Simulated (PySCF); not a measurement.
# Mayer bond orders and bond lengths

C7H18OSi2.
SMILES with atom numbers: `[CH3:1]/[C:2](=[CH:3]\[SiH2:4][O:5][SiH3:6])[C:7]([CH3:8])([CH3:9])[CH3:10]` (hydrogens: H11, H12, H13 on C1; H14 on C3; H15, H16 on Si4; H17, H18, H19 on Si6; H20, H21, H22 on C8; H23, H24, H25 on C9; H26, H27, H28 on C10)

Geometry (PBE0-D3(BJ)/def2-SVP, Å), atoms numbered from 1 in this order:
```xyz
28
C7H18OSi2 angstrom
C     -0.9830   -1.6965   -0.9896
C     -0.7756   -0.2888   -0.4982
C      0.4667    0.2153   -0.3727
Si     2.0461   -0.6647   -0.7917
O      3.2775    0.4327   -0.5712
Si     4.8685    0.7743   -0.8590
C     -2.0389    0.5021   -0.1513
C     -1.7182    1.8207    0.5511
C     -2.9390   -0.3338    0.7710
C     -2.7963    0.8186   -1.4519
H     -1.8063   -1.7663   -1.7165
H     -1.2375   -2.3693   -0.1546
H     -0.0834   -2.1024   -1.4755
H      0.5921    1.2292    0.0212
H      2.2956   -1.8486    0.0913
H      2.0646   -1.1546   -2.2084
H      5.6858   -0.4786   -0.8886
H      5.0184    1.4743   -2.1701
H      5.3717    1.6605    0.2290
H     -1.1253    2.4907   -0.0893
H     -1.1593    1.6555    1.4848
H     -2.6518    2.3460    0.8039
H     -3.8282    0.2482    1.0594
H     -3.2931   -1.2541    0.2840
H     -2.4070   -0.6172    1.6928
H     -2.1686    1.4085   -2.1368
H     -3.7032    1.4030   -1.2296
H     -3.1142   -0.0926   -1.9801
```

Bond orders from the PBE0/pcSseg-1 density (PySCF). Geometry: PBE0-D3(BJ)/def2-SVP, one conformer, isolated molecule.

(1) Where do the orders between heavy atoms depart from those drawn in the SMILES?

(2) Give the Mayer order of every bond between heavy atoms, beside its length.

## Answers

(1) The largest departure is 0.123, at Si4–O5 (drawn single, 0.877). Drawn single, order below 0.88: Si4–O5 (0.877).

(2) 
| bond | drawn as | length (Å) | Mayer order |
| --- | --- | --- | --- |
| C1–C2 | single | 1.505 | 1.071 |
| C2–C3 | double | 1.347 | 1.929 |
| C3–Si4 | single | 1.856 | 0.913 |
| Si4–O5 | single | 1.664 | 0.877 |
| O5–Si6 | single | 1.653 | 0.924 |
| C2–C7 | single | 1.530 | 0.911 |
| C7–C8 | single | 1.528 | 1.056 |
| C7–C9 | single | 1.536 | 1.019 |
| C7–C10 | single | 1.538 | 1.008 |

By pair of heavy elements: C–C: lowest C2–C7 (0.911, 1.530 Å), highest C2–C3 (1.929, 1.347 Å); in 2 of the 15 pairs the longer bond (by over 0.003 Å) has the higher order (by 0.02 or more). O–Si: lowest Si4–O5 (0.877, 1.664 Å), highest O5–Si6 (0.924, 1.653 Å).

And the bonds to hydrogen?

C–H: 0.91 to 0.96 (13 bonds); H–Si: 0.90 to 0.92 (5 bonds).

Sum the orders of all bonds at each heavy atom with more than one neighbour and set the sums beside the valence in the SMILES.

C1 3.894 (drawn 4), C2 3.911 (drawn 4), C3 3.755 (drawn 4), Si4 3.604 (drawn 4), O5 1.801 (drawn 2), Si6 3.686 (drawn 4), C7 3.994 (drawn 4), C8 3.917 (drawn 4), C9 3.899 (drawn 4), C10 3.887 (drawn 4). Orders between atoms that aren't bonded are not in these sums.

Mayer orders depend on the basis set.

The run behind these numbers computed NMR shieldings as well. The run took 2.3 min on Arm Neoverse N1, one thread, on a shared host.
